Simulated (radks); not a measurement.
Task: Coherent X-ray form factor from a spherical all-electron density. All-electron calculation, Dirac Kohn-Sham, PBE, spin-unpolarised, spherical densities, finite nucleus; Fermi nuclear charge, rms radius of each element as measured or else 0.836 A^(1/3) + 0.57 fm. Program: a radial shooting solver on a logarithmic mesh with Libxc functionals.

sin(theta)/lambda (1/angstrom)  f0 (electrons)
0.05                                    29.899
0.1                                     29.599
0.15                                    29.115
0.2                                     28.466
0.25                                    27.677
0.3                                     26.778
0.4                                     24.760
0.5                                     22.615
0.6                                     20.487
0.8                                     16.580
1                                       13.311
1.25                                    10.200
1.5                                      8.105
2                                        5.970

The species is in the configuration that NIST lists as its ground one. Which atom or ion scatters so?

Result: The technetium ion Tc13+, [Ar] 3d10 4s2. Extrapolating in s^2 from the first two rows gives f0(0) = 30.0, near the electron count 30; among species with that count, the fall with angle is slower the higher Z, and the table is that of Z = 43; from so few rows the species is fixed only to a neighbour or two.
